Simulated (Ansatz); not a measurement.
Ansatz (a quantum-chemistry and plane-wave program) input (B3LYP-D3(BJ)/def2-TZVP):

Ansatz 0.2 input:
```yaml
crystal:
  periodic: [false, false, false]
  atoms:
    - {symbol: C, position_ang: [-0.12024541, 1.45478347, 0.20212051]}
    - {symbol: C, position_ang: [-0.51475471, -0.00248804, 0.28669965]}
    - {symbol: C, position_ang: [-1.78799018, -0.32408354, -0.46754373]}
    - {symbol: O, position_ang: [0.53543813, -0.88619994, -0.32013283]}
    - {symbol: C, position_ang: [1.84312593, -0.87866303, 0.29766998]}
    - {symbol: H, position_ang: [0.75861003, 1.68272577, 0.79902006]}
    - {symbol: H, position_ang: [-0.93635658, 2.05854872, 0.58959100]}
    - {symbol: H, position_ang: [0.05076151, 1.75946070, -0.82899468]}
    - {symbol: H, position_ang: [-0.58014404, -0.34096878, 1.32400962]}
    - {symbol: H, position_ang: [-1.74627675, 0.04276143, -1.49087762]}
    - {symbol: H, position_ang: [-1.97414745, -1.39500540, -0.47667746]}
    - {symbol: H, position_ang: [-2.62981807, 0.15440254, 0.02417934]}
    - {symbol: H, position_ang: [2.34525666, 0.08281790, 0.19762265]}
    - {symbol: H, position_ang: [2.43414899, -1.65851564, -0.18143806]}
    - {symbol: H, position_ang: [1.71732886, -1.12574395, 1.35084292]}
    - {symbol: H, position_ang: [0.61808981, -0.63378611, -1.26398845]}
basis:
  gaussian:
    orbitals: def2-TZVP
hamiltonian:
  xc: b3lyp
  dispersion: d3bj
total_charge: 1
relax: {f_tol: 0.002, max_steps: 150}
```

End of the output:

```
the calculation of the forces begins
reference -6369.74905704 eV, -234.0839602752 hartree; 21, 21 occupied and 200, 200 virtual orbitals, 1355 factors
relax step  11: F+E_penalty+E_count = -6370.24541275 eV  Δ(F+E_penalty+E_count) = -8.883e-7 eV  max|allowed force component| = 1.097e-3 eV/Å  Δτ_max = 0.0010 Å  (32 SCF iters, accepted)
integrals: 0.14 GiB planned
1355 factors; their error is unknown
0.31 GiB of the device are held for the grids
1.20 GiB of device memory are held for the factors and their scratch space
mean field: 1.14 GiB planned
mean field evaluation 96: about -6351.5180 eV, gradient 9.2e1 eV
mean field -6369.74878941 eV, -234.0839504400 hartree, gradient 1.6e-5 eV, S^2 0.000000; 1 other end points of the search recorded, 0 dependent functions left out
the calculation of the forces begins
reference -6369.74905704 eV, -234.0839602752 hartree; 21, 21 occupied and 200, 200 virtual orbitals, 1355 factors
Total energy: -6370.24568038 eV, -234.1022108464 hartree
Atom 0 at    -0.136675     1.472663     0.232755 Å, force     0.000791    -0.000786    -0.000285 eV/Å
Atom 1 at    -0.563598     0.032106     0.289303 Å, force    -0.000931    -0.000039     0.000145 eV/Å
Atom 2 at    -1.798656    -0.324925    -0.490484 Å, force     0.000120     0.000291     0.000014 eV/Å
Atom 3 at     0.561827    -0.870466    -0.315394 Å, force     0.001097     0.000313     0.000403 eV/Å
Atom 4 at     1.905205    -0.878394     0.303585 Å, force    -0.000383     0.000127    -0.000548 eV/Å
Atom 5 at     0.769661     1.667303     0.803941 Å, force    -0.000083     0.000068    -0.000111 eV/Å
Atom 6 at    -0.932293     2.072401     0.678655 Å, force     0.000043    -0.000278     0.000068 eV/Å
Atom 7 at    -0.006345     1.814806    -0.795653 Å, force    -0.000102    -0.000043     0.000111 eV/Å
Atom 8 at    -0.593686    -0.359472     1.304184 Å, force    -0.000138     0.000248    -0.000008 eV/Å
Atom 9 at    -1.733262     0.012126    -1.527619 Å, force    -0.000047    -0.000050     0.000183 eV/Å
Atom 10 at    -2.000226    -1.394552    -0.460035 Å, force    -0.000050     0.000045     0.000077 eV/Å
Atom 11 at    -2.646221     0.190557    -0.036203 Å, force    -0.000141    -0.000036    -0.000099 eV/Å
Atom 12 at     2.396459     0.074324     0.130490 Å, force    -0.000228     0.000045    -0.000089 eV/Å
Atom 13 at     2.440116    -1.704198    -0.155211 Å, force    -0.000122     0.000039    -0.000073 eV/Å
Atom 14 at     1.740415    -1.064222     1.359538 Å, force    -0.000215    -0.000047     0.000053 eV/Å
Atom 15 at     0.610307    -0.750009    -1.279749 Å, force     0.000388     0.000102     0.000157 eV/Å
Dipole moment:     0.373878    -0.127349    -0.117659 e Å
```

It need not be the lowest isomer of its formula.
